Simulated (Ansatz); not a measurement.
Program: Ansatz. Geometries: PBE0-D4/def2-TZVP. ΔE: electronic, gas phase. CBS: MP2 limit from def2 TZ/QZ plus the TZ coupled-cluster correction, frozen cores. Double bonds are as drawn, so ΔE can hold a change between cis and trans. Functionals use def2-TZVPP. For Ge outer-core shells are correlated without core-valence functions, which leaves a few kJ/mol of doubt a bond. Scalar relativity is left out up to krypton. One conformer a species, not always the lowest.

`OB/C=[N]/[GeH3]` + `BC#CC` → `BC#CBO` + `C/C=[N]\[GeH3]`  (redistribution)

`OB/C=[N]/[GeH3]`:

Cartesian coordinates in Å:
```
O 2.849 -0.558 0.296
B 1.596 -1.046 0.167
C 0.431 0.007 0.046
N -0.769 -0.392 -0.080
Ge -2.148 0.858 -0.224
H 3.522 -1.240 0.366
H 1.377 -2.224 0.144
H 0.695 1.083 0.073
H -1.577 2.293 -0.163
H -2.857 0.609 -1.563
H -3.120 0.608 0.938
```

`BC#CC`:

```xyz
9

B     1.651    1.105   -1.175
C     0.577    0.395   -0.418
C    -0.295   -0.182    0.199
C    -1.324   -0.877    0.937
H     2.124    0.609   -2.154
H     2.043    2.171   -0.803
H    -0.867   -1.640    1.573
H    -2.018   -1.384    0.261
H    -1.890   -0.197    1.579
```

`BC#CBO`:

Cartesian coordinates in Å:
```
B 1.563 1.980 0.285
C 0.642 0.814 0.170
C -0.112 -0.141 0.063
B -1.051 -1.329 0.023
O -1.436 -1.832 -1.172
H 2.742 1.802 0.340
H 1.117 3.087 0.322
H -1.436 -1.800 1.056
H -2.029 -2.581 -1.087
```

`C/C=[N]\[GeH3]`:

Cartesian coordinates in Å:
```
C 1.363 0.633 -0.179
C 0.531 -0.227 -1.077
N -0.606 -0.733 -0.880
Ge -1.561 -0.492 0.701
H 2.328 0.150 0.006
H 1.581 1.584 -0.675
H 0.882 0.837 0.779
H 1.004 -0.434 -2.050
H -1.888 0.998 0.929
H -0.776 -1.030 1.915
H -2.859 -1.287 0.531
```

| level | ΔE (kJ/mol) | difference from CCSD(T)/CBS |
| --- | --- | --- |
| ωB97X-V | -36.8 | 1.1 |
| B2PLYP | -37.2 | 0.7 |
| r2SCAN | -43.3 | -5.4 |
| PBE0 | -37.5 | 0.4 |
| HF/def2-TZVPP | -37.0 | 0.9 |
| CCSD/def2-TZVPP | -36.0 | 1.9 |
| CCSD(T)/def2-TZVPP | -36.7 | 1.2 |
| HF/def2-QZVPP | -37.2 | 0.7 |
| MP2/def2-QZVPP | -36.2 | 1.7 |
| MP2/CBS(def2) | -36.7 | 1.2 |
| CCSD(T)/CBS | -37.9 | 0 |

Largest T1 diagnostic among the species: 0.016.
